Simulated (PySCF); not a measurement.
A structure optimised at PBE-D3(BJ)/def2-SVP, used in a PySCF frequency run:

```
In
F 1 1.9689
F 1 1.9716 2 113.78
Se 1 2.5047 2 123.93 3 180.00
H 4 1.4880 1 88.74 2 180.00
```
Charge 0, spin multiplicity 1.

Write its SMILES, formula and point group.

[F][In]([F])[SeH], F2HInSe, Cs

What are its rotational constants (standard atomic weights)?

4.7826, 1.1578, 0.93215 GHz
